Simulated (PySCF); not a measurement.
Isomers of C6H14FNSi, mass 147.088 u with the commonest isotopes. Computed with PBE0/pcSseg-1 in PySCF (dipole) on a GFN2-xTB geometry, gas phase. One conformer each, none proved a minimum here; rigid rotors.

Question: Order these by rotational constant C, largest first.
A. `[CH3:1][CH2:2][CH2:3][C@@H:4]1[CH2:5][Si@@H:6]([CH2:7][F:8])[NH:9]1` with C1–C2–C3–C4 -177°, C2–C3–C4–C5 -75°, C5–Si6–C7–F8 -110°, C3–C4–C5–Si6 -106°, C4–C5–Si6–C7 -117°, C5–Si6–N9–C4 11°, C3–C4–N9–Si6 106°
B. `[CH2:1]=[CH:2][CH2:3][C@H:4]([F:5])[SiH2:6][N:7]([CH3:8])[CH3:9]` with C1–C2–C3–C4 -117°, C2–C3–C4–F5 -64°, C3–C4–Si6–N7 -164°, C4–Si6–N7–C8 -42°
C. `[CH3:1][CH:2]([CH3:3])[C@@H:4]1[CH2:5][Si@H:6]([CH2:7][F:8])[NH:9]1` with C1–C2–C4–C5 -67°, C5–Si6–C7–F8 178°, C2–C4–C5–Si6 -128°, C4–C5–Si6–C7 118°, C5–Si6–N9–C4 -8°, C2–C4–N9–Si6 130°

Answer: C (584.9 MHz), B (548.7 MHz), A (475.0 MHz).

Question: Order these by dipole moment, largest first.
A. `[CH3:1][C@@H:2]([F:3])[Si@H:4]1[CH2:5][C@@H:6]1[N:7]([CH3:8])[CH3:9]` with C1–C2–Si4–C5 83°, C5–C6–N7–C8 79°
B. `[CH3:1][CH2:2][CH2:3][C@@H:4]1[CH2:5][Si@@H:6]([CH2:7][F:8])[NH:9]1` with C1–C2–C3–C4 -177°, C2–C3–C4–C5 -75°, C5–Si6–C7–F8 -110°, C3–C4–C5–Si6 -106°, C4–C5–Si6–C7 -117°, C5–Si6–N9–C4 11°, C3–C4–N9–Si6 106°
C. `[CH3:1][CH:2]([CH3:3])[C@@H:4]1[CH2:5][Si@H:6]([CH2:7][F:8])[NH:9]1` with C1–C2–C4–C5 -67°, C5–Si6–C7–F8 178°, C2–C4–C5–Si6 -128°, C4–C5–Si6–C7 118°, C5–Si6–N9–C4 -8°, C2–C4–N9–Si6 130°
D. `[F:1][CH2:2][CH2:3][CH2:4][C@@H:5]1[CH2:6][CH2:7][NH:8][SiH2:9]1` with F1–C2–C3–C4 -179°, C2–C3–C4–C5 -176°, C3–C4–C5–C6 -64°, C4–C5–C6–C7 -160°, C5–C6–C7–N8 42°, C6–C7–N8–Si9 -30°, C7–N8–Si9–C5 8°
E. `[CH2:1]=[CH:2][CH2:3][C@H:4]([F:5])[SiH2:6][N:7]([CH3:8])[CH3:9]` with C1–C2–C3–C4 -117°, C2–C3–C4–F5 -64°, C3–C4–Si6–N7 -164°, C4–Si6–N7–C8 -42°

Answer: B (2.29 D), D (2.13 D), C (1.95 D), A (1.60 D), E (1.47 D).

Question: Order these by rotational constant B, smallest first.
A. `[CH2:1]=[CH:2][CH2:3][C@H:4]([F:5])[SiH2:6][N:7]([CH3:8])[CH3:9]` with C1–C2–C3–C4 -117°, C2–C3–C4–F5 -64°, C3–C4–Si6–N7 -164°, C4–Si6–N7–C8 -42°
B. `[CH3:1][CH:2]([CH3:3])[C@@H:4]1[CH2:5][Si@H:6]([CH2:7][F:8])[NH:9]1` with C1–C2–C4–C5 -67°, C5–Si6–C7–F8 178°, C2–C4–C5–Si6 -128°, C4–C5–Si6–C7 118°, C5–Si6–N9–C4 -8°, C2–C4–N9–Si6 130°
C. `[CH3:1][C@@H:2]([F:3])[Si@H:4]1[CH2:5][C@@H:6]1[N:7]([CH3:8])[CH3:9]` with C1–C2–Si4–C5 83°, C5–C6–N7–C8 79°
D. `[F:1][CH2:2][CH2:3][CH2:4][C@@H:5]1[CH2:6][CH2:7][NH:8][SiH2:9]1` with F1–C2–C3–C4 -179°, C2–C3–C4–C5 -176°, C3–C4–C5–C6 -64°, C4–C5–C6–C7 -160°, C5–C6–C7–N8 42°, C6–C7–N8–Si9 -30°, C7–N8–Si9–C5 8°
E. `[CH3:1][CH2:2][CH2:3][C@@H:4]1[CH2:5][Si@@H:6]([CH2:7][F:8])[NH:9]1` with C1–C2–C3–C4 -177°, C2–C3–C4–C5 -75°, C5–Si6–C7–F8 -110°, C3–C4–C5–Si6 -106°, C4–C5–Si6–C7 -117°, C5–Si6–N9–C4 11°, C3–C4–N9–Si6 106°

Answer: E (484.8 MHz), D (521.6 MHz), A (589.0 MHz), B (628.3 MHz), C (660.0 MHz).

| SMILES | point group | Ia (u·Å²) | Ib (u·Å²) | Ic (u·Å²) | κ | μa (D) | μb (D) | μc (D) |
| --- | --- | --- | --- | --- | --- | --- | --- | --- |
| CC(C)[C@@H]1C[Si@H](CF)N1 | C1 | 168.83 | 804.35 | 863.99 | -0.96 | 1.80 | 0.65 | 0.37 |
| C[C@@H](F)[Si@H]1C[C@@H]1N(C)C | C1 | 173.54 | 765.75 | 877.82 | -0.93 | 0.33 | 1.42 | 0.66 |
| C=CC[C@H](F)[SiH2]N(C)C | C1 | 166.64 | 858.00 | 921.10 | -0.97 | 0.93 | 0.90 | 0.70 |
| CCC[C@@H]1C[Si@@H](CF)N1 | C1 | 105.76 | 1042.36 | 1064.02 | -1.00 | 1.84 | 1.26 | 0.52 |
| FCCC[C@@H]1CCN[SiH2]1 | C1 | 142.78 | 968.94 | 1074.15 | -0.97 | 2.12 | 0.17 | 0.09 |
